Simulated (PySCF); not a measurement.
This PySCF input asks for the NMR shieldings of SMILES CCC[C@H](C)OB(O)C#N, C₆H₁₂BNO₂; the geometry comes from GFN2-xTB.

```python
import basis_set_exchange as bse
import numpy as np
from pyscf import gto, dft
from pyscf.prop import nmr

atoms = """
C     3.081098   -0.528499    0.180280
C     1.862409    0.225388   -0.339652
C     0.609193   -0.128587    0.456235
C    -0.671868    0.482083   -0.123760
C    -0.732534    1.998394    0.028892
O    -1.783672   -0.069461    0.568328
B    -2.587312   -1.042482    0.097939
O    -3.595336   -1.503013    0.863185
C    -2.409614   -1.664154   -1.315060
N    -2.241989   -2.094742   -2.364175
H     3.966904   -0.252173   -0.386417
H     2.936027   -1.602468    0.087787
H     3.256647   -0.296067    1.228408
H     2.051630    1.297954   -0.274746
H     1.703014   -0.022923   -1.391132
H     0.720526    0.198319    1.492190
H     0.484140   -1.214757    0.460716
H    -0.740759    0.216602   -1.188971
H    -0.642042    2.269649    1.077759
H    -1.683740    2.369258   -0.345578
H     0.069241    2.464617   -0.534696
H    -3.662375   -1.083551    1.721619
"""
names = dict.fromkeys(["C", "O", "B", "N", "H"], "pcSseg-1")
basis = {el: gto.basis.parse(bse.get_basis(n, elements=[el], fmt="nwchem")) for el, n in names.items()}
mol = gto.M(atom=atoms, basis=basis, charge=0, verbose=0)
mf = dft.RKS(mol, xc="PBE0")
mf.grids.level = 2
mf.grids.alignment = dft.numint.BLKSIZE   # the property module wants whole blocks of grid points
mf.conv_tol = 1e-9
mf.kernel()

calc = nmr.RKS(mf)   # GIAO
C = mf.mo_coeff
Co = C[:, mf.mo_occ > 0]
resp = mf.gen_response(singlet=True, hermi=2)
def vind(x):   # induced exchange potential for any number of trial vectors
    d = np.einsum("pi,xij,qj->xpq", C, 2 * x.reshape(-1, C.shape[1], Co.shape[1]), Co, optimize=True)
    return np.einsum("xpq,pi,qj->xij", resp(d - d.transpose(0, 2, 1)), C, Co, optimize=True).ravel()
mo1, _ = nmr.rhf.solve_mo1(calc, with_cphf=vind)
sigma = calc.kernel(mo1)
for i, s in enumerate(sigma):   # ppm
    print("%2d %-2s %9.2f" % (i, mol.atom_pure_symbol(i), np.trace(s) / 3))
```

Problem. What does it print?

Solution. 
```
 0 C     170.01
 1 C     163.19
 2 C     139.64
 3 C     108.63
 4 C     163.46
 5 O     152.23
 6 B      84.55
 7 O     206.42
 8 C      63.06
 9 N     -81.53
10 H      30.38
11 H      30.71
12 H      30.75
13 H      30.50
14 H      30.42
15 H      30.24
16 H      30.24
17 H      27.21
18 H      30.58
19 H      30.33
20 H      30.35
21 H      27.21
```

These numbers come from an equivalent density-fitted implementation of the same equations, which agrees with the script to about 0.01 ppm for H and up to a few tenths of a ppm for heavy atoms, so last digits may differ.

Size and cost of the density-fitted run: 230 basis functions, 68 s wall time on 1 thread of an Arm Neoverse V1, shared host; peak memory 1.1 GiB.
